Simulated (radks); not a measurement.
Problem. The mean radii <r> (bohr) of the occupied orbitals of an atom or ion are listed with their occupations. Calculated with a radial shooting solver on a logarithmic mesh with Libxc functionals: non-relativistic Kohn-Sham, LB94 model potential, spin-polarised, spherical densities, point nucleus.

| orbital | occ. | <r> |
|---|---|---|
| 1s up | 1 | 0.02296 |
| 1s down | 1 | 0.02295 |
| 2s up | 1 | 0.09737 |
| 2s down | 1 | 0.09737 |
| 2p up | 3 | 0.08248 |
| 2p down | 3 | 0.08249 |
| 3s up | 1 | 0.2473 |
| 3s down | 1 | 0.2476 |
| 3p up | 3 | 0.2367 |
| 3p down | 3 | 0.2370 |
| 3d up | 5 | 0.2085 |
| 3d down | 5 | 0.2087 |
| 4s up | 1 | 0.4974 |
| 4s down | 1 | 0.4951 |
| 4p up | 3 | 0.4956 |

Name the element and its charge. Open shells, if any, are filled with parallel spins first.

Solution. Z = 66, dysprosium, charge +33: Dy33+ in [Ar] 3d10 4s2 4p3. The 1s radius gives Z: for a bare nucleus <r> = 1.5/Z, 0.02273 bohr for Z = 66, and screening makes it slightly larger (0.02296 here). The occupations add up to 33, and the charge is Z minus that.
